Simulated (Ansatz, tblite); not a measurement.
Cost and result up the ladder for SnH2(NHEt)2 (C₄H₁₄N₂Sn) (21 atoms). The state is a singlet with charge 0. Geometry: PBE-D4/def2-SVP.

```xyz
21

Sn   -0.429    0.194   -0.047
H    -1.909   -0.229    0.767
H    -0.650    1.505   -1.172
N     0.252   -1.631   -0.720
C    -0.652   -2.594   -1.335
C    -1.100   -2.280   -2.768
H     1.131   -1.545   -1.244
H    -0.167   -3.599   -1.321
H    -1.549   -2.694   -0.684
H    -1.662   -1.322   -2.812
H    -1.756   -3.077   -3.178
H    -0.225   -2.182   -3.446
N     1.203    0.812    1.049
C     1.354    2.203    1.454
C     0.462    2.672    2.610
H     1.429    0.165    1.814
H     2.422    2.382    1.726
H     1.169    2.847    0.565
H    -0.614    2.587    2.345
H     0.663    3.730    2.881
H     0.630    2.054    3.518
```

Ansatz on 2 threads of AMD EPYC 7R13 on a shared host and a share (18 GiB) of an NVIDIA H100 80GB HBM3; xTB runs through tblite on one thread. Times are rough, summed over both states, and most runs start from the orbitals of an earlier one. PBE0-D4/def2-TZVP serves as the yardstick here, not as an exact answer. The other state is a doublet.

In the def2 sets Sn takes a core potential; there is no spin–orbit coupling. The xTB rows come from tblite.

Raw xTB energies of ions are shifted by several eV.

```
            level  functions  wall time  vertical IE (eV)  difference from PBE0-D4/def2-TZVP (eV)
         GFN2-xTB         47     0.03 s             12.58                                    4.61
         GFN1-xTB         61    0.036 s             13.17                                    5.19
 PBE-D4/def2-TZVP        320      4.9 s              7.59                                   -0.38
PBE0-D4/def2-TZVP        320      5.6 s              7.98                                    0.00
     HF/def2-TZVP        320      6.8 s              7.05                                   -0.93
```
